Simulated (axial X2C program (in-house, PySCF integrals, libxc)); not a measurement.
## Nuclear properties of TiC⁺

Computed with an in-house all-electron X2C program for linear molecules (integrals from PySCF): two-component X2C with atomic mean-field Coulomb and Gaunt terms, Gaussian nuclei, basis Ti dyall-cv3z, C dyall-v3z with contracted cores.

R = 1.621 Å (near the PBE0 minimum at charge 1 of the determinant lowest at the starting distance; the state shown can have its own minimum elsewhere).

Determinant lowest in the PBE0 search, Ω = 1/2 (⟨Sz⟩ = 0.50, ⟨Lz⟩ = 0.00 at PBE0), spin on the atoms Ti 0.13, C 0.37:

```tsv
level	Eeff magnitude (GV/cm)	Ws magnitude Ti (kHz)	Ws magnitude C (kHz)	A∥/gI Ti (MHz)	qzz Ti (a.u.)	A∥/gI C (MHz)	qzz C (a.u.)
PBE0	0.00926	0.00129	0.00943	38.1	-1.60	180	0.33
HF	0.0299	0.00213	0.0112	310	-1.71	228	-0.04
PBE	0.0302	0.0292	0.00873	72.4	-1.76	200	0.37
B3LYP	0.00523	0.00424	0.00908	39.8	-1.71	187	0.36
LDA	0.0376	0.0346	0.00842	70	-1.85	197	0.39
```

Determinant 0.92 eV from it at PBE0 and this distance, Ω = 3/2 (⟨Sz⟩ = 0.50, ⟨Lz⟩ = 1.00 at PBE0), spin on the atoms Ti 0.19, C 0.31:

| level | Eeff magnitude (GV/cm) | Ws magnitude Ti (kHz) | A∥/gI Ti (MHz) | qzz Ti (a.u.) | A∥/gI C (MHz) | qzz C (a.u.) |
| --- | --- | --- | --- | --- | --- | --- |
| PBE0 | 0.00791 | 0.00788 | 73.8 | -2.02 | 37.8 | -0.43 |
| HF | 0.0977 | 0.0351 | 95.9 | -2.11 | 106 | -0.22 |
| PBE | 0.006 | 0.00364 | 64.4 | -2.29 | 37.9 | -0.49 |
| B3LYP | 0.0118 | 0.00857 | 72.7 | -2.16 | 46.1 | -0.43 |
| LDA | 0.00708 | 0.00355 | 61.1 | -2.40 | 42 | -0.49 |

Eeff is the effective electric field on the electron electric dipole moment in this Ω state and Ws the scalar–pseudoscalar constant of the nucleus named (defined with the proton number Z and per Ω); A∥ (defined per Ω) follows by multiplying with gI = μI/(I μN); qzz is the electric field gradient, eQq0 = 234.96 MHz × Q/barn × qzz. The operators were transformed with the bare-nucleus X2C matrices; with these basis sets, hyperfine constants and field gradients can be off by tens of per cent, and where levels differ in sign neither size nor sign is settled.

Problem. With Q(47Ti) = 0.302 barn, gI(13C) = 1.4048 (g factors from the IAEA table of nuclear moments by Stone; Q from Pyykkö, Mol. Phys. 2018), turn the PBE0 values of the first state into constants in MHz.

Solution. eQq0(47Ti) = 234.96 × (0.302) × (-1.60) = -114 MHz; A∥(13C) = 180 × 1.4048 = 253 MHz.

Each state is one determinant with collinear spin. Unrestricted Hartree–Fock can overshoot spin polarisation at the nuclei. In the state Ω = 1/2 the sign of Eeff differs between levels (PBE, LDA against PBE0). In the state Ω = 3/2 the sign of Eeff differs between levels (PBE, LDA against PBE0). Where Eeff spreads by more than a factor of two the levels disagree and none is to be relied on. The search compared states at one distance, so a state with another bond length can lie lower. The sign of Ws at Ti differs between levels in the first state. Further determinants of the search, some of them spin-mixed, are not shown. Where a field gradient or hyperfine factor spreads by more than a factor of two over the levels, a constant derived from it is not to be relied on. PBE0 term energies can be off by some tenths of an eV.
